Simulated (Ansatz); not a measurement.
System: sum formula CuN₂H₆, net charge 1, singlet state. SMILES: [NH3]->[Cu+]<-[NH3]
Geometry from a B3LYP-D3(BJ)/def2-TZVP (Ansatz, a first-principles code) optimisation:
```xyz
9

Cu     0.0000     0.0000     0.0000
N     -1.1464    -0.5233     1.4723
H     -1.5401     0.2819     1.9559
H     -0.6463    -1.0698     2.1713
H     -1.9322    -1.0923     1.1622
N      1.1464     0.5233    -1.4723
H      0.9244     1.4554    -1.8178
H      1.0647    -0.1107    -2.2652
H      2.1295     0.5355    -1.2064
```
Charge +1, spin multiplicity 1.

Quantity: vertical triplet-singlet gap (E(triplet) - E(singlet); each state is the SCF solution reached for its spin; the molecule has degenerate orbitals, so one determinant may break the symmetry), in eV. Correlated levels leave the core frozen unless marked. UHF or UKS for open shells. Spin-orbit coupling is left out. Frozen are the shells of the preceding noble gas and the d and f shells that filled before the atom's block. Non-relativistic. CBS(X,Y): correlation extrapolated as X^-3; Hartree-Fock from the larger set. [CCSD(T)-MP2]/basis is that difference in the basis named.

```tsv
level	program	vertical triplet-singlet gap (eV)
HF/def2-TZVPPD	Ansatz	2.58
```

Problem. Predict the RI-MP2/CBS(def2-TZVPPD,def2-QZVPPD)+[CCSD(T)-MP2]/def2-TZVPPD result (Ansatz).

Solution. 4.92 eV, so HF/def2-TZVPPD differs from it by -2.34 eV.
